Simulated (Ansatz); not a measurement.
Geometry optimisation, RKS B3LYP-D4/6-31G* in Ansatz.

input.yaml

```yaml
crystal:
  periodic: [false, false, false]
  atoms:
    - { symbol: B, position_ang: [-1.6271, -1.4245, -0.4087] }
    - { symbol: Si, position_ang: [-0.4656, -0.6039, 0.8791] }
    - { symbol: C, position_ang: [1.2909, -0.9138, 0.392] }
    - { symbol: Si, position_ang: [1.8076, -0.1519, -1.2609] }
    - { symbol: Si, position_ang: [-0.8742, 1.5798, 1.0782] }
    - { symbol: O, position_ang: [-0.8145, 2.3651, -0.4419] }
    - { symbol: H, position_ang: [-2.4207, -0.6913, -0.989] }
    - { symbol: H, position_ang: [-1.5841, -2.5183, -0.6629] }
    - { symbol: H, position_ang: [-0.7037, -1.2241, 2.2224] }
    - { symbol: H, position_ang: [1.9907, -0.4751, 1.2012] }
    - { symbol: H, position_ang: [1.486, -2.0097, 0.3798] }
    - { symbol: H, position_ang: [1.6619, 1.31, -1.1615] }
    - { symbol: H, position_ang: [3.0576, -0.5073, -1.6445] }
    - { symbol: H, position_ang: [0.7762, -0.6544, -2.2599] }
    - { symbol: H, position_ang: [0.13, 2.1706, 1.9871] }
    - { symbol: H, position_ang: [-2.208, 1.8041, 1.6952] }
    - { symbol: H, position_ang: [-1.5221, 1.9442, -0.9657] }
basis:
  gaussian: { orbitals: "6-31G*" }
hamiltonian:
  xc: b3lyp
  dispersion: d4
relax:
  f_tol: 0.02
  max_steps: 50
output:
  orbitals: {}
```

Launched with:

```bash
$ ansatz run input.yaml --threads 2 --pin off --max-ram 3072MiB --backend cpu --events-out ev --progress --plain --runs-dir out
```

Where does it end, and by what steps?

It converged. The force dipped under the threshold on the way, but the program's further checks kept it going. After 34 steps the energy has fallen by 0.751 eV; H7 moved furthest, 1.65 Å.

| step | energy less start (eV) | largest force component (eV/Å) | accepted |
| --- | --- | --- | --- |
| 0 | 0.0000 | 3.691 | yes |
| 2 | -0.6421 | 0.463 | yes |
| 4 | -0.6691 | 0.147 | yes |
| 6 | -0.6792 | 0.056 | yes |
| 8 | -0.6825 | 0.049 | yes |
| 10 | -0.6857 | 0.109 | yes |
| 12 | -0.6845 | 0.189 | no |
| 14 | -0.6941 | 0.077 | yes |
| 16 | -0.7004 | 0.431 | yes |
| 18 | -0.7168 | 0.175 | yes |
| 20 | -0.7165 | 0.461 | no |
| 22 | -0.7311 | 0.138 | yes |
| 24 | -0.7439 | 0.056 | yes |
| 26 | -0.7436 | 0.363 | no |
| 28 | -0.7486 | 0.143 | yes |
| 30 | -0.7504 | 0.020 | yes |
| 32 | -0.7508 | 0.038 | yes |
| 34 | -0.7511 | 0.019 | yes |

```xyz
17
Properties=species:S:1:pos:R:3
B -1.817 -1.514 -0.259
Si -0.449 -0.700 0.948
C 1.357 -0.947 0.403
Si 1.842 -0.076 -1.204
Si -1.010 1.605 0.973
O -0.650 2.362 -0.479
H -2.910 -1.776 0.150
H -1.624 -1.669 -1.429
H -0.628 -1.147 2.366
H 2.026 -0.602 1.201
H 1.534 -2.024 0.291
H 2.247 1.326 -0.939
H 2.978 -0.781 -1.861
H 0.703 -0.066 -2.167
H -0.203 2.327 1.991
H -2.452 1.754 1.338
H -0.963 1.927 -1.284
```

Whether the end is a true minimum wasn't checked by a vibrational analysis.

The run took 4.2 min on 2 threads of AMD EPYC 7R43 64-Core Processor (Zen 3), with other jobs on the host, peak memory 0.35 GiB.
